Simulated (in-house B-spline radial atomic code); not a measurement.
A fraction x of an electron is removed from 5p in Xe+, starting from [Kr] 4d10 5s2 5p5 and keeping the highest spin. Method: non-relativistic BLYP, spin-polarised, spherical fractional occupations, point nucleus. Calculated with a B-spline radial code for spherical atoms.

```json
{"x": "0", "E(x) - E(0) (eV)": "0.0000", "5p down level (eV)": "-16.468"}
{"x": "0.06", "E(x) - E(0) (eV)": "1.0039", "5p down level (eV)": "-16.995"}
{"x": "0.2", "E(x) - E(0) (eV)": "3.4698", "5p down level (eV)": "-18.234"}
{"x": "0.33", "E(x) - E(0) (eV)": "5.9157", "5p down level (eV)": "-19.397"}
{"x": "0.38", "E(x) - E(0) (eV)": "6.8968", "5p down level (eV)": "-19.847"}
{"x": "0.5", "E(x) - E(0) (eV)": "9.3435", "5p down level (eV)": "-20.933"}
{"x": "0.59", "E(x) - E(0) (eV)": "11.2644", "5p down level (eV)": "-21.754"}
{"x": "0.7", "E(x) - E(0) (eV)": "13.7127", "5p down level (eV)": "-22.764"}
{"x": "0.87", "E(x) - E(0) (eV)": "17.7162", "5p down level (eV)": "-24.338"}
{"x": "0.88", "E(x) - E(0) (eV)": "17.9600", "5p down level (eV)": "-24.431"}
{"x": "1", "E(x) - E(0) (eV)": "20.9590", "5p down level (eV)": "-25.553"}
```

The exact functional would give a straight line between the two integer points. Deviations E(x) - E(0) - x[E(1) - E(0)], in eV: -0.254 at x = 0.06, -0.722 at x = 0.2, -1.001 at x = 0.33, -1.068 at x = 0.38, -1.136 at x = 0.5, -1.101 at x = 0.59, -0.959 at x = 0.7, -0.518 at x = 0.87, -0.484 at x = 0.88.

The curve lies below the straight line by up to 1.136 eV (at x = 0.5): convex, the delocalisation error that favours fractional charges.

(1) How well does Slater's transition state (minus the level at half occupation) give the ionisation energy?

Answers

(1) It gives 20.933 eV against 20.959 eV from the two total energies; NIST lists 20.98 eV, ground level to ground level.
